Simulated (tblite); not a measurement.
Q: What does the GFN2-xTB structure of `C=NC[Si]([SiH3])([SiH3])CF` look like in three dimensions?

A: 
```xyz
20
C3H12FNSi3 angstrom
C      2.7268   -0.9952   -0.7089
N      1.9681   -0.8883    0.2843
C      1.3774    0.3529    0.6186
Si    -0.5089    0.2230    0.1676
Si    -1.5599    2.1639    0.9487
Si    -0.7001   -0.4698   -2.0585
C     -1.0975   -1.2588    1.2687
F     -2.4213   -1.5435    0.9736
H      3.1216   -1.9690   -0.9554
H      3.0278   -0.1558   -1.3468
H      1.4834    0.4985    1.6945
H      1.8350    1.2087    0.0985
H     -1.1407    3.3340    0.1692
H     -3.0145    2.0694    0.8304
H     -1.2667    2.4790    2.3530
H     -2.0479   -0.2035   -2.5659
H      0.2284    0.2803   -2.9148
H     -0.4174   -1.8902   -2.2813
H     -1.0657   -1.0498    2.3414
H     -0.5332   -2.1751    1.0802
```

Orientation and origin are arbitrary. Atoms count from 1 in this order. Of the pairs four or more bonds apart, H10···H12 is among the closest relative to their van der Waals radii: 2.32 Å, 97 % of the sum of Bondi's values. The C–N distances run from 1.254 Å (C1=N2, drawn double) to 1.415 Å (N2–C3, drawn single), a spread of 0.161 Å. Si4 (four-coordinate silicon) is distorted tetrahedral (angles from 102.4° to 121.8°). Si5 (SiH3 silicon) is distorted tetrahedral (angles from 106.3° to 114.0°).

Bonds between heavy atoms (Å): C1=N2 1.254, N2–C3 1.415, C3–Si4 1.944, Si4–Si5 2.341, Si4–Si6 2.339, Si4–C7 1.938, C7–F8 1.386.

The geometry is computed with GFN2-xTB (gas phase).

Point group: C1 (no symmetry element, even within 0.4 Å). Its GFN2-xTB frequencies are all real (lowest 25 cm⁻¹). The numbers are those of one conformer (C1–N2–C3–Si4 108°, N2–C3–Si4–Si5 173°, C3–Si4–C7–F8 -175°). 3 starts were optimised and ended at 0.00, 0.03 and 0.11 kcal/mol (GFN2-xTB); the lowest of these is shown.
